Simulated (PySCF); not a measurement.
Compound: C₄H₉OPSi.
Structure used (PBE0-D3(BJ)/def2-SVP), in Å, numbered top down from 1:
```
atom  x, y, z in Å
O1    -2.739   -1.889   -0.395
P2    -1.921   -0.644   -0.494
C3    -0.192   -0.731   -1.036
C4     0.627   -0.017   -0.244
Si5    2.486    0.080   -0.514
C6    -0.038    0.732    0.895
C7    -1.476    0.227    1.057
H8    -2.487    0.364   -1.339
H9     0.135   -1.309   -1.904
H10    2.896    1.500   -0.741
H11    2.865   -0.751   -1.692
H12    3.187   -0.412    0.712
H13   -0.024    1.811    0.660
H14    0.542    0.626    1.827
H15   -2.200    1.014    1.312
H16   -1.544   -0.554    1.831
```

Definitions: NICS(0) = −σiso at the ring centroid; NICS(1) = −σiso and NICS(1)zz = −σzz at ±1 Å along the ring normal z. Level: GIAO PBE0/pcSseg-1 (PySCF, non-relativistic, gas phase) on the PBE0-D3(BJ)/def2-SVP geometry, one conformer.

Ring bond lengths (Å), with Mayer bond orders in brackets: P2–C3 1.814 (0.85), C3–C4 1.345 (1.84), C4–C6 1.517 (1.00), C6–C7 1.533 (1.01), C7–P2 1.834 (0.90).

Task: Give the NICS values of each ring in ppm.

Result: 
| ring | type | NICS(0) | NICS(1), two faces | NICS(1)zz, two faces | rms pucker (Å) | centre to ring atoms, mean (Å) |
| --- | --- | --- | --- | --- | --- | --- |
| P2–C3–C4–C6–C7 | 5-membered ring with P; formal bonds 1 double, 4 single | -2.6 | -3.5 / -4.3 | -2.2 / -4.0 | 0.08 | 1.36 |

Task: What can be read from them?

Result: 
- P2–C3–C4–C6–C7: mean NICS(1)zz -3.1 ppm, shielded. P2, C6, C7 have four or more neighbours; no verdict on aromaticity is drawn.

Task: How do the values depend on the level or the medium?

Result: 
```tsv
level	NICS(0), P2–C3–C4–C6–C7	mean NICS(1)zz, P2–C3–C4–C6–C7
PBE0/pcSseg-1, gas	-2.6	-3.1
WP04/pcSseg-1, gas	-2.5	-2.6
PBE0/pcSseg-1, IEF-PCM dimethylsulfoxide	-2.7	-3.2
PBE0/pcSseg-1, IEF-PCM methanol	-2.7	-3.2
```

The geometry is the same throughout; the continuum's cavity takes Bondi-type radii × 1.2.
